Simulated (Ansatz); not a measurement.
n-GeGeSiH8 (SiGe2H8), relaxed as a singlet with RKS PBE-D4/def2-SVP in Ansatz, starting from the GFN2-xTB geometry. Force threshold 0.02 eV/Å.

Start:

```
atom   x (Å)   y (Å)   z (Å)
 Ge1  -0.154   2.021  -0.180
 Ge2  -0.219  -0.146   0.816
 Si3   0.345  -2.020  -0.482
  H4  -1.212   2.241  -1.225
  H5   1.130   2.314  -0.905
  H6  -0.318   3.175   0.765
  H7   0.623  -0.052   2.073
  H8  -1.598  -0.272   1.433
  H9  -0.375  -3.205  -0.016
 H10   1.784  -2.276  -0.397
 H11  -0.004  -1.780  -1.883
```

```json
{"step": "1", "energy (eV)": "-121005.7975", "largest force component (eV/Å)": "0.899", "SCF passes": "15"}
{"step": "2", "energy (eV)": "-121006.0231", "largest force component (eV/Å)": "0.269", "SCF passes": "17"}
{"step": "3", "energy (eV)": "-121006.0424", "largest force component (eV/Å)": "0.087", "SCF passes": "18"}
{"step": "4", "energy (eV)": "-121006.0540", "largest force component (eV/Å)": "0.032", "SCF passes": "16"}
{"step": "5", "energy (eV)": "-121006.0564", "largest force component (eV/Å)": "0.174", "SCF passes": "17"}
{"step": "6", "energy (eV)": "-121006.0600", "largest force component (eV/Å)": "0.086", "SCF passes": "19"}
{"step": "7", "energy (eV)": "-121006.0633", "largest force component (eV/Å)": "0.011", "SCF passes": "18"}
{"step": "8", "energy (eV)": "-121006.0649", "largest force component (eV/Å)": "0.088", "SCF passes": "17"}
{"step": "9", "energy (eV)": "-121006.0661", "largest force component (eV/Å)": "0.041", "SCF passes": "19"}
{"step": "10", "energy (eV)": "-121006.0667", "largest force component (eV/Å)": "0.003", "SCF passes": "18"}
{"step": "11", "energy (eV)": "-121006.0671", "largest force component (eV/Å)": "0.013", "SCF passes": "17"}
{"step": "12", "energy (eV)": "-121006.0673", "largest force component (eV/Å)": "0.016", "SCF passes": "18"}
```

Force components are those of the run's own axes.

End:

```xyz
11

Ge   -0.035    2.012   -0.196
Ge   -0.342   -0.128    0.933
Si    0.290   -1.937   -0.500
H    -0.954    2.090   -1.445
H     1.438    2.160   -0.664
H    -0.377    3.199    0.744
H     0.520   -0.151    2.228
H    -1.829   -0.280    1.359
H     0.121   -3.265    0.189
H     1.732   -1.779   -0.905
H    -0.563   -1.921   -1.742
```

By distances, no bond broke or formed. The bond that changes most is Ge1–Ge2, from 2.39 to 2.44 Å (atoms count from 1).

The force fell under the threshold at step 7, but the optimiser went on and released 0.004 eV more. No frequencies were taken in this run, so the end may be a saddle point.

Hardware: 4 threads of Arm Neoverse V1 on a shared host. Wall time 12 s.
